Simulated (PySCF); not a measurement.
Species: C3H7NSi.
Numbering: `[CH2:1]=[N:2][SiH:3]1[CH2:4][CH2:5]1` (hydrogens: H6, H7 on C1; H8 on Si3; H9, H10 on C4; H11, H12 on C5)

Structure used (PBE0-D3(BJ)/def2-SVP), in Å, numbered top down from 1:
```
atom  x, y, z in Å
C1     2.4559   -0.8512    0.1322
N2     1.2279   -0.7266    0.4006
Si3    0.0873    0.3206   -0.3906
C4    -1.6779   -0.2393   -0.3600
C5    -1.3427    0.8842    0.6423
H6     2.9889   -0.2945   -0.6688
H7     3.0838   -1.5560    0.7084
H8     0.5982    1.1633   -1.5079
H9    -1.8949   -1.2239    0.0678
H10   -2.3431    0.0212   -1.1907
H11   -1.3508    0.6083    1.7022
H12   -1.7929    1.8650    0.4530
```

Jobs on this species (12 atoms, 46 electrons) with PySCF (density fitting). Hardware of each: one thread of an Arm Neoverse V1, no GPU, on a shared host. Other jobs ran on the host; a repeat could differ by tens of per cent or more. Peak memory is the resident size of the whole Python process, interpreter and libraries included.

```csv
level and settings,work,basis functions,SCF cycles,wall time,peak memory
"PBE0-D3(BJ)/def2-SVP, grid level 1",geometry optimisation from a GFN2-xTB start shaken at random,109,?,?,?
"delta-SCF UKS B3LYP, pcX-2 on the ionised atom, pcseg-1 elsewhere, spin-free X2C","ΔSCF core ionisation, 5 holes",151,78,33 s,0.55 GiB
"delta-SCF UKS SCAN, pcX-1 on the ionised atom, pcseg-1 elsewhere, spin-free X2C","ΔSCF core ionisation, 5 holes",131,89,26 s,0.54 GiB
"delta-SCF UKS SCAN, pcX-2 on the ionised atom, pcseg-1 elsewhere, non-relativistic","ΔSCF core ionisation, 5 holes",151,88,31 s,0.54 GiB
"delta-SCF UKS PBE0, pcX-2 on the ionised atom, pcseg-1 elsewhere, spin-free X2C","ΔSCF core ionisation, 5 holes",151,76,33 s,0.54 GiB
"delta-SCF UKS SCAN, def2-TZVP on the ionised atom, pcseg-1 elsewhere, spin-free X2C","ΔSCF core ionisation, 5 holes",128,88,30 s,0.54 GiB
"delta-SCF UKS HF, pcX-2 on the ionised atom, pcseg-1 elsewhere, spin-free X2C","ΔSCF core ionisation, 5 holes",151,84,22 s,0.54 GiB
"delta-SCF UKS SCAN, pcX-2 on the ionised atom, pcseg-1 elsewhere, spin-free X2C","ΔSCF core ionisation, 5 holes",151,89,31 s,0.48 GiB
"delta-SCF UKS PBE, pcX-2 on the ionised atom, pcseg-1 elsewhere, spin-free X2C","ΔSCF core ionisation, 5 holes",151,82,19 s,0.54 GiB
```

Task: Fill in the missing figures.

Result: 
- PBE0-D3(BJ)/def2-SVP, grid level 1; geometry optimisation from a GFN2-xTB start shaken at random: 32 s, 0.44 GiB, 52 SCF cycles

Task: What do all jobs in the table cost together?

Result: About 4.3 min; the longest takes about 13 % of that, and about 1.7 times as long as the shortest.
